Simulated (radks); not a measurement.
Results of a calculation; reference values are marked as such.
Task: These are the eigenvalues of the occupied orbitals of an atom or ion with whole-number occupations (hartree). Code: a radial shooting solver on a logarithmic mesh with Libxc functionals. Model: Dirac Kohn-Sham, BLYP, spin-unpolarised, spherical densities, finite nucleus; Fermi nuclear charge, rms radius of each element as measured or else 0.836 A^(1/3) + 0.57 fm.

1s1/2: -2879.913
2s1/2: -508.2066
2p1/2: -487.3842
2p3/2: -423.8318
3s1/2: -121.7805
3p1/2: -112.3986
3p3/2: -98.42771
3d3/2: -82.74604
3d5/2: -79.73395
4s1/2: -28.63558
4p1/2: -24.64892
4p3/2: -21.31898
4d3/2: -14.77497
4d5/2: -14.15545
5s1/2: -6.81712
4f5/2: -5.79019
4f7/2: -5.66252
5p1/2: -5.51410
5p3/2: -4.92365
5d3/2: -3.08512

Which element is it, and in what charge state? The configuration may be excited. Open shells, if any, fill j = l - 1/2 first.

Result: Z = 78, platinum, charge +6: Pt6+ in [Xe] 4f14 5d4. The list shows which subshells hold electrons but not how many an open one holds; the 1s level, -2879.9 hartree, gives Z - s = 75.9 by -(Z - s)^2/2, which with screening and relativity narrows Z to a few neighbours, and the depths of the outer levels then fix element, charge and occupations together.
